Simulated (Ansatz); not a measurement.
CH6InNO (`C[NH][InH][OH]`), relaxed with RKS PBE0-D4/def2-TZVP in Ansatz 0.2.0 from a PBE-D4/def2-SVP geometry. The force threshold is 0.005 eV/Å; the program also tests the step.

The species carries charge 0 and has multiplicity 1. In: def2 effective core potential.

Start:

```xyz
10

C    -1.064    0.007    0.970
N     0.012    0.830    0.464
In    1.331    0.331   -1.013
O     0.938   -1.513   -1.759
H    -2.069    0.488    0.877
H    -1.121   -0.943    0.395
H    -0.941   -0.283    2.043
H     0.111    1.725    0.948
H     2.620    1.269   -1.639
H     0.182   -1.910   -1.287
```

```tsv
step	energy (eV)	largest force (eV/Å)	largest move (Å)
1	-9842.4902	0.769	0.000
2	-9842.5470	0.198	0.052
3	-9842.5519	0.040	0.030
4	-9842.5522	0.022	0.019
5	-9842.5523	0.014	0.009
6	-9842.5523	0.003	0.006
```

End:

```xyz
10

C    -1.065    0.008    0.976
N     0.018    0.808    0.459
In    1.308    0.326   -0.998
O     0.947   -1.480   -1.752
H    -2.041    0.501    0.871
H    -1.133   -0.938    0.432
H    -0.936   -0.247    2.036
H     0.108    1.696    0.925
H     2.585    1.252   -1.610
H     0.208   -1.927   -1.336
```

Run time 33 s (4 threads of an Arm Neoverse N1 on a shared host); peak host memory 0.43 GiB.
